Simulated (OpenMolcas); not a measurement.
# Ionisation energies of samarium

| Quantity | Value |
| --- | --- |
| Program | OpenMolcas 26.06 |
| Basis | ANO-RCC-VDZP [7s6p4d2f1g] |
| Scalar Hamiltonian | DKH2, point nucleus |
| Spin-orbit coupling | state interaction with AMFI integrals over the reference wave functions, term energies averaged over their components |

Active shells in each charge state: the valence f shell, with orbitals averaged over the low states. Where CASPT2's correlated closed shells are named, they are those of the first ion.

A. CASSCF
B. SS-CASPT2, IPEA 0.25 Eh, imaginary shift 0.1 Eh (closed shells correlated: 5s 5p)
C. SS-CASPT2, IPEA 0.25 Eh, imaginary shift 0.1 Eh (closed shells correlated: 4d 5s 5p)
D. SS-CASPT2, IPEA 0 Eh, imaginary shift 0.1 Eh (closed shells correlated: 5s 5p)

Energies in eV between the lowest computed levels, named as in B; reference values from the NIST Atomic Spectra Database with their kind.

```csv
From,To,A,B,C,D,Spin-orbit share in B,Reference
Sm2+ 4f⁶ ⁷F₀,Sm3+ 4f⁵ ⁶H°_5/2,21.065,23.769,23.840,23.949,-0.083,23.550 (semi-empirical)
Sm3+ 4f⁵ ⁶H°_5/2,Sm4+ 4f⁴ ⁵I₄,39.657,41.599,41.597,41.719,-0.128,41.640 (semi-empirical)
Sm4+ 4f⁴ ⁵I₄,Sm5+ 4f³ ⁴I°_9/2,62.160,63.396,63.233,63.456,-0.131,62.700 (semi-empirical)
```

The lowest level within the active space need not be the ion's true ground level.

° marks odd parity.
